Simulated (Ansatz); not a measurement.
## Cost against result

Saddle point of BNH₃Cl₃, closed shell (BCl₃ ([Cl][B]([Cl])[Cl]) + NH₃ → BNH₂Cl₂ ([NH2][B]([Cl])[Cl]) + HCl; bonds formed: Cl2–H5; dative contacts that become bonds: B1–N6; bonds broken: B1–Cl2, H5–N6), PBE0-D4/def2-TZVP structure:

B1  (-0.083, 0.243, -0.743)
Cl2  (2.031, 0.563, 0.706)
Cl3  (0.452, -0.799, -2.033)
Cl4  (-0.634, 1.870, -1.038)
H5  (0.617, -0.123, 1.004)
N6  (-0.496, -0.407, 0.549)
H7  (-0.644, -1.408, 0.503)
H8  (-1.242, 0.061, 1.051)
(Å)

Barriers are electronic and count from the start structure reached by relaxing down the imaginary mode.

Ansatz 0.2.0; basis: as named in each row; cores frozen in the correlated methods. B3LYP uses VWN-RPA correlation. Extrapolation: Hartree–Fock as exp(−7.88 √X), correlation as X^−2.97.

Times are rough, for one single point on 4 threads of a shared host (Arm Neoverse V1).

The estimate by CCSD(T) at an estimated basis limit (MP2 extrapolated from triple and quadruple zeta, plus CCSD(T) − MP2 in triple zeta) is 33.94 kcal/mol.

```json
{"method": "HF", "basis": "STO-3G", "time (s)": "under 1", "barrier (kcal/mol)": "55.59", "method less estimate": "21.65"}
{"method": "PBE-D4", "basis": "STO-3G", "time (s)": "under 1", "barrier (kcal/mol)": "30.92", "method less estimate": "-3.02"}
{"method": "SPW92", "basis": "def2-SVP", "time (s)": "under 1", "barrier (kcal/mol)": "25.78", "method less estimate": "-8.16"}
{"method": "B3LYP-D4", "basis": "6-31G", "time (s)": "under 1", "barrier (kcal/mol)": "32.13", "method less estimate": "-1.81"}
{"method": "PBE-D4", "basis": "def2-SVP", "time (s)": "under 1", "barrier (kcal/mol)": "26.78", "method less estimate": "-7.16"}
{"method": "PBE0-D4", "basis": "def2-SVP", "time (s)": "1", "barrier (kcal/mol)": "31.33", "method less estimate": "-2.61"}
{"method": "SPW92", "basis": "def2-TZVPP", "time (s)": "1", "barrier (kcal/mol)": "25.87", "method less estimate": "-8.07"}
{"method": "PBE-D4", "basis": "def2-TZVPP", "time (s)": "2", "barrier (kcal/mol)": "26.77", "method less estimate": "-7.17"}
{"method": "BLYP-D4", "basis": "def2-TZVPP", "time (s)": "2", "barrier (kcal/mol)": "25.81", "method less estimate": "-8.13"}
{"method": "B3LYP-D4", "basis": "def2-TZVPP", "time (s)": "3", "barrier (kcal/mol)": "29.05", "method less estimate": "-4.89"}
{"method": "BHLYP-D4", "basis": "def2-TZVPP", "time (s)": "3", "barrier (kcal/mol)": "33.25", "method less estimate": "-0.69"}
{"method": "CCSD(T)", "basis": "def2-SVP", "time (s)": "3", "barrier (kcal/mol)": "35.03", "method less estimate": "1.09"}
{"method": "CAM-B3LYP-D4", "basis": "def2-TZVPP", "time (s)": "3", "barrier (kcal/mol)": "31.14", "method less estimate": "-2.80"}
{"method": "PBE0-D4", "basis": "def2-TZVPP", "time (s)": "3", "barrier (kcal/mol)": "30.78", "method less estimate": "-3.16"}
{"method": "wB97M-V", "basis": "def2-SVP", "time (s)": "4", "barrier (kcal/mol)": "32.82", "method less estimate": "-1.12"}
{"method": "r2SCAN-D4", "basis": "def2-TZVPP", "time (s)": "4", "barrier (kcal/mol)": "28.68", "method less estimate": "-5.26"}
{"method": "RPA on PBE", "basis": "def2-TZVPP", "time (s)": "5", "barrier (kcal/mol)": "33.19", "method less estimate": "-0.75"}
{"method": "r2SCAN0-D4", "basis": "def2-TZVPP", "time (s)": "5", "barrier (kcal/mol)": "31.61", "method less estimate": "-2.33"}
{"method": "PBE-QIDH", "basis": "def2-TZVPP", "time (s)": "5", "barrier (kcal/mol)": "33.85", "method less estimate": "-0.09"}
{"method": "B2PLYP", "basis": "def2-TZVPP", "time (s)": "6", "barrier (kcal/mol)": "30.96", "method less estimate": "-2.98"}
{"method": "wB97X-V", "basis": "def2-TZVPP", "time (s)": "8", "barrier (kcal/mol)": "33.53", "method less estimate": "-0.41"}
{"method": "B97M-V", "basis": "def2-TZVPP", "time (s)": "8", "barrier (kcal/mol)": "31.17", "method less estimate": "-2.77"}
{"method": "wB97M-V", "basis": "def2-TZVPP", "time (s)": "8", "barrier (kcal/mol)": "32.58", "method less estimate": "-1.36"}
{"method": "MP2", "basis": "def2-QZVPP", "time (s)": "17", "barrier (kcal/mol)": "34.02", "method less estimate": "0.08"}
{"method": "CCSD(T)", "basis": "def2-TZVPP", "time (s)": "110", "barrier (kcal/mol)": "33.69", "method less estimate": "-0.25"}
```

All methods are single points on the PBE0-D4 structures.

No T1 diagnostic of these runs exceeds 0.012.

The step is the kind of exchange with an N–H group that builds nitride films in atomic layer and chemical vapour deposition.

Labels in which every atom is bracketed show which atoms are joined, not bond orders.
